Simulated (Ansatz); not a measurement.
Cost and result for the atomization energy of C9H20, SMILES `CCCCCC(C)(C)C` (29 atoms, 28 bonds).

Cartesian coordinates in Å:
```
C -0.779 2.330 2.195
C -1.736 1.166 2.002
C -2.104 0.904 0.545
C -0.931 0.608 -0.383
C -0.139 -0.625 0.020
C 1.013 -1.039 -0.908
C 0.496 -1.378 -2.304
C 2.054 0.073 -1.005
C 1.672 -2.281 -0.312
H 0.194 2.137 1.735
H -1.177 3.246 1.749
H -0.604 2.526 3.256
H -2.657 1.360 2.561
H -1.306 0.261 2.445
H -2.645 1.776 0.158
H -2.810 0.066 0.504
H -1.322 0.481 -1.397
H -0.270 1.480 -0.423
H -0.830 -1.474 0.108
H 0.280 -0.476 1.022
H 1.308 -1.749 -2.935
H -0.273 -2.155 -2.259
H 0.066 -0.506 -2.801
H 2.423 0.353 -0.014
H 2.911 -0.252 -1.601
H 1.646 0.970 -1.478
H 0.956 -3.104 -0.230
H 2.062 -2.076 0.689
H 2.504 -2.621 -0.935
```

The species carries charge 0 and has multiplicity 1. The structure was optimised at the PBE0-D4/def2-TZVP level. It is one conformer, not always the lowest. Program: Ansatz. All runs use 4 threads of an AMD EPYC 7R13 on a shared host and a share of an NVIDIA H100 80 GB. Times are those of one run each, without the atoms' runs, and a repeat can differ threefold. Electronic energies, without spin–orbit coupling; frozen cores. CCSD(T)/CBS adds CCSD(T) − MP2 in def2-TZVPP to the MP2 limit, and its time is that of the two runs behind it. T1 = 0.009. B3LYP takes the VWN-RPA correlation (the form of Gaussian; ORCA's B3LYP/G).

CCSD(T)/CBS is a level of theory with its own doubt, some kJ/mol a heavy atom from the limit and from the frozen cores, so smaller differences don't rank the functionals.

| level | functions | wall time | atomization (kJ/mol) | difference from CCSD(T)/CBS | per bond |
| --- | --- | --- | --- | --- | --- |
| ωB97X-V/def2-TZVPP | 559 | 9.5 s | 11625.1 | 13.7 | 0.5 |
| PBE-D4/def2-TZVPP (with forces) | 559 | 15 s | 11797.2 | 185.8 | 6.6 |
| B2PLYP/def2-TZVPP | 559 | 15 s | 11494.3 | -117.1 | -4.2 |
| PBE0-D4/def2-TZVPP | 559 | 15 s | 11693.5 | 82.1 | 2.9 |
| ωB97M-V/def2-TZVPP (with forces) | 559 | 16 s | 11640.5 | 29.1 | 1.0 |
| B3LYP-D4/def2-TZVPP (with forces) | 559 | 16 s | 11615.5 | 4.1 | 0.1 |
| r2SCAN-D4/def2-TZVPP (with forces) | 559 | 18 s | 11631.4 | 20.0 | 0.7 |
| MP2/def2-QZVPP | 1113 | 33 s | 11609.9 | -1.5 | -0.1 |
| CCSD(T)/def2-TZVPP | 559 | 2.9 min | 11383.5 | -227.9 | -8.1 |
| CCSD(T)/CBS(def2) | – | 3.4 min | 11611.4 | 0.0 | 0.0 |

From PBE to PBE0 (25 % exact exchange), in def2-TZVPP and without D4, the atomization energy moves by −93.6 kJ/mol: exact exchange takes away binding that semilocal exchange gives to molecules. In def2-TZVPP, CCSD(T) changes the Hartree–Fock value by +2546.4 kJ/mol (the triples alone add +130.0 kJ/mol) and MP2 by +2639.5 kJ/mol; breaking electron pairs costs correlation energy, which Hartree–Fock lacks. The D4 term adds +105.7 kJ/mol with B3LYP and +57.7 kJ/mol with PBE0; it sums over pairs of atoms, weighted by their polarisabilities, and B3LYP, whose exchange is more repulsive, gets the larger term.
